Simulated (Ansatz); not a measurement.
System: hydroxysilane, sum formula H4SiO, charge 0, multiplicity 1. SMILES: O[SiH3]
Geometry: optimised at B3LYP-D3(BJ)/def2-TZVP (Ansatz, a first-principles code).

Wanted: vertical ionisation energy (to the doublet state of charge +1; each state is the SCF solution reached for its spin; for the doublet T1 is 0.088), in eV. Correlated levels leave the core frozen unless marked. UHF or UKS for open shells. No spin-orbit coupling. No relativistic terms. CBS(X,Y): correlation extrapolated as X^-3; Hartree-Fock from the larger set.

```csv
level,program,vertical ionisation energy (eV)
HF/aug-cc-pV(T+d)Z,Ansatz,10.66
HF/aug-cc-pV(Q+d)Z,Ansatz,10.66
SVWN5/def2-TZVPD,Ansatz,11.01
r2SCAN/def2-TZVPD,Ansatz,11.08
```

Q: What does CCSD(T)/CBS(aug-cc-pV(T+d)Z,aug-cc-pV(Q+d)Z) (Ansatz) give?

A: 11.79 eV, so r2SCAN/def2-TZVPD differs from it by -0.71 eV.
